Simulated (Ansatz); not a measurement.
# Molecular dynamics, step by step

CH6GeO (SMILES C=O.[GeH4]), closed shell, BHLYP-D4/def2-SVP (Ansatz 0.2.0). Settings (timestep in fs, temperature in K; T counts 21 degrees of freedom):

```yaml
hamiltonian: {xc: {name: BHLYP}, dispersion: d4}
md: {n_steps: 80, timestep: 0.5, temperature: 1000, ensemble: nvt_nose_hoover, seed: 752, initial_velocities: maxwell_boltzmann}
```

Start (the SMILES describes the start alone):

```xyz
9
angstrom
C 0.1332 -0.1986 -2.1083
O -0.4979 0.6566 -1.5594
H 0.1894 -0.2662 -3.2126
H 0.6944 -0.9679 -1.5414
Ge -0.1095 0.1628 1.6756
H 1.2386 0.4883 1.0180
H -0.7191 -1.0779 1.0082
H -1.0628 1.3546 1.5581
H 0.1336 -0.1517 3.1619
```

| step | time (fs) | potential energy less the start (meV) | kinetic energy (meV) | T (K) |
| --- | --- | --- | --- | --- |
| 0 | 0.00 | 0.0 | 904.8 | 1000 |
| 5 | 2.50 | 340.3 | 569.7 | 630 |
| 10 | 5.00 | 318.0 | 589.0 | 651 |
| 15 | 7.50 | 406.7 | 502.4 | 555 |
| 20 | 10.00 | 383.4 | 525.9 | 581 |
| 25 | 12.50 | 359.8 | 550.9 | 609 |
| 30 | 15.00 | 218.0 | 692.7 | 766 |
| 35 | 17.50 | 326.4 | 587.8 | 650 |
| 40 | 20.00 | 391.3 | 525.3 | 581 |
| 45 | 22.50 | 203.5 | 712.0 | 787 |
| 50 | 25.00 | 565.5 | 356.6 | 394 |
| 55 | 27.50 | 537.6 | 383.7 | 424 |
| 60 | 30.00 | 501.1 | 423.3 | 468 |
| 65 | 32.50 | 440.6 | 486.0 | 537 |
| 70 | 35.00 | 487.4 | 443.3 | 490 |
| 75 | 37.50 | 389.9 | 542.9 | 600 |
| 80 | 40.00 | 499.6 | 438.8 | 485 |

Step 5, positions (Å) and forces (eV/Å):

```json
{"atom": "C1", "x": "0.147", "y": "-0.203", "z": "-2.094", "Fx": "-2.146", "Fy": "2.483", "Fz": "1.610"}
{"atom": "O2", "x": "-0.501", "y": "0.645", "z": "-1.541", "Fx": "0.336", "Fy": "-0.325", "Fz": "0.098"}
{"atom": "H3", "x": "0.202", "y": "-0.151", "z": "-3.132", "Fx": "0.614", "Fy": "-0.409", "Fz": "-2.499"}
{"atom": "H4", "x": "0.586", "y": "-0.969", "z": "-1.534", "Fx": "1.197", "Fy": "-1.756", "Fz": "0.844"}
{"atom": "Ge5", "x": "-0.112", "y": "0.162", "z": "1.666", "Fx": "1.900", "Fy": "1.813", "Fz": "0.886"}
{"atom": "H6", "x": "1.301", "y": "0.529", "z": "0.979", "Fx": "-1.067", "Fy": "-0.299", "Fz": "0.552"}
{"atom": "H7", "x": "-0.669", "y": "-1.001", "z": "1.010", "Fx": "-0.765", "Fy": "-1.324", "Fz": "-0.759"}
{"atom": "H8", "x": "-1.002", "y": "1.402", "z": "1.687", "Fx": "-0.101", "Fy": "-0.069", "Fz": "-0.260"}
{"atom": "H9", "x": "0.141", "y": "-0.127", "z": "3.181", "Fx": "0.032", "Fy": "-0.114", "Fz": "-0.472"}
```

Step 20, positions (Å) and forces (eV/Å):

```tsv
atom	x	y	z	Fx	Fy	Fz
C1	0.150	-0.182	-2.038	0.762	-1.508	-1.363
O2	-0.510	0.612	-1.479	-0.562	0.902	0.749
H3	0.431	-0.026	-3.145	-0.062	-0.400	1.238
H4	0.480	-1.163	-1.533	-0.131	1.051	-0.640
Ge5	-0.112	0.167	1.643	-1.154	-0.453	0.303
H6	1.163	0.548	1.023	1.111	0.209	-0.669
H7	-0.742	-1.082	0.836	0.264	1.201	0.822
H8	-0.873	1.482	1.929	-0.376	-0.343	-0.690
H9	0.188	-0.146	3.100	0.148	-0.659	0.249
```

Step 50, positions (Å) and forces (eV/Å):

```csv
atom,x,y,z,Fx,Fy,Fz
C1,0.172,-0.186,-1.957,-1.322,1.550,1.142
O2,-0.524,0.562,-1.354,-0.695,0.842,0.336
H3,0.775,0.226,-2.706,1.566,0.125,-1.888
H4,0.161,-1.196,-1.684,0.454,-2.352,0.079
Ge5,-0.107,0.180,1.608,-2.447,-1.285,-0.829
H6,1.118,0.527,0.881,0.996,0.356,-0.666
H7,-1.069,-0.831,0.764,1.062,0.678,0.710
H8,-1.056,1.387,1.752,0.438,-0.091,0.445
H9,0.321,-0.639,2.803,-0.052,0.177,0.671
```

Last step (80):

C1  (0.188, -0.168, -1.877)
O2  (-0.552, 0.541, -1.254)
H3  (1.147, 0.156, -2.440)
H4  (0.067, -1.316, -1.969)
Ge5  (-0.110, 0.181, 1.569)
H6  (1.073, 0.573, 0.804)
H7  (-1.022, -0.825, 0.705)
H8  (-0.825, 1.452, 2.129)
H9  (0.309, -0.518, 2.857)
(Å)

Hardware: 4 CPU threads of an Intel Xeon Platinum 8488C, shared host. Wall time about 110 s.
